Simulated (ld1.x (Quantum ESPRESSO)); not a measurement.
Co (Z = 27) TM: all-electron and pseudo phase curves

cobalt (Co), norm-conserving Troullier–Martins (Kleinman–Bylander form), made with ld1.x (Quantum ESPRESSO) 7.5 (PBE, scalar-relativistic). Core [Ne] 3s2, reference 3p6 3d6 4s0 4p0 (charge +3). Waves: 3p (bound): rc 1.30 bohr; 3d (bound): rc 0.95 bohr; 4s (bound, empty): rc 1.50 bohr. Local part: the s channel. Core correction: a·sin(br)/r model core inside 0.70 bohr.

The phase is arctan(r·u′/u) with u = r·R(r), unwrapped; energies in Ry, scanned from -10 to 5 Ry. A pole is an energy at which the radial function vanishes at the test radius. The pseudo phase is shifted by a multiple of π to meet the all-electron one at the reference energy, and phase errors are pseudo minus all-electron; the curves can meet again beyond the range given. Levels narrower than the energy grid can be missing from the lists of poles.

Q: For each channel, where are the poles, and over which energies does the pseudopotential scatter like the atom?

A:

| channel | radius (bohr) | reference energy (Ry) | poles, all-electron | poles, pseudo | unbroken range about the reference energy with phases within 0.05 rad | phase error 1 Ry above the reference energy (rad) |
| --- | --- | --- | --- | --- | --- | --- |
| s | 1.65 | -2.38 | none | 0.52 | -7.8 to -1.6 | -0.093 |
| p | 1.65 | -7.63 | -7.26 | -7.24 | -7.8 to -4.7 | +0.019 |
| d | 1.65 | -3.32 | -2.62 | -2.53 | -3.6 to -1.8 | +0.034 |

Phases in the p channel:

```json
{"E (Ry)": "-10.00", "all-electron": "1.285", "pseudo": "1.302"}
{"E (Ry)": "-9.52", "all-electron": "1.255", "pseudo": "1.275"}
{"E (Ry)": "-9.04", "all-electron": "1.205", "pseudo": "1.230"}
{"E (Ry)": "-8.56", "all-electron": "1.093", "pseudo": "1.129"}
{"E (Ry)": "-8.08", "all-electron": "0.554", "pseudo": "0.632"}
{"E (Ry)": "-7.60", "all-electron": "-1.323", "pseudo": "-1.323"}
{"E (Ry)": "-7.12", "all-electron": "-1.616", "pseudo": "-1.605"}
{"E (Ry)": "-6.64", "all-electron": "-1.704", "pseudo": "-1.685"}
{"E (Ry)": "-6.16", "all-electron": "-1.752", "pseudo": "-1.727"}
{"E (Ry)": "-5.68", "all-electron": "-1.787", "pseudo": "-1.755"}
{"E (Ry)": "-5.20", "all-electron": "-1.817", "pseudo": "-1.777"}
{"E (Ry)": "-4.72", "all-electron": "-1.846", "pseudo": "-1.796"}
{"E (Ry)": "-4.24", "all-electron": "-1.876", "pseudo": "-1.814"}
{"E (Ry)": "-3.76", "all-electron": "-1.909", "pseudo": "-1.832"}
{"E (Ry)": "-3.28", "all-electron": "-1.947", "pseudo": "-1.851"}
{"E (Ry)": "-2.80", "all-electron": "-1.993", "pseudo": "-1.871"}
{"E (Ry)": "-2.32", "all-electron": "-2.052", "pseudo": "-1.893"}
{"E (Ry)": "-1.84", "all-electron": "-2.128", "pseudo": "-1.917"}
{"E (Ry)": "-1.36", "all-electron": "-2.233", "pseudo": "-1.944"}
{"E (Ry)": "-0.88", "all-electron": "-2.385", "pseudo": "-1.976"}
{"E (Ry)": "-0.40", "all-electron": "-2.610", "pseudo": "-2.014"}
{"E (Ry)": "0.08", "all-electron": "-2.937", "pseudo": "-2.060"}
{"E (Ry)": "0.56", "all-electron": "-3.341", "pseudo": "-2.115"}
{"E (Ry)": "1.04", "all-electron": "-3.716", "pseudo": "-2.185"}
{"E (Ry)": "1.52", "all-electron": "-3.992", "pseudo": "-2.274"}
{"E (Ry)": "2.00", "all-electron": "-4.177", "pseudo": "-2.391"}
{"E (Ry)": "2.48", "all-electron": "-4.303", "pseudo": "-2.545"}
{"E (Ry)": "2.96", "all-electron": "-4.392", "pseudo": "-2.747"}
{"E (Ry)": "3.44", "all-electron": "-4.458", "pseudo": "-2.998"}
{"E (Ry)": "3.92", "all-electron": "-4.509", "pseudo": "-3.280"}
{"E (Ry)": "4.40", "all-electron": "-4.549", "pseudo": "-3.553"}
{"E (Ry)": "4.88", "all-electron": "-4.582", "pseudo": "-3.783"}
```
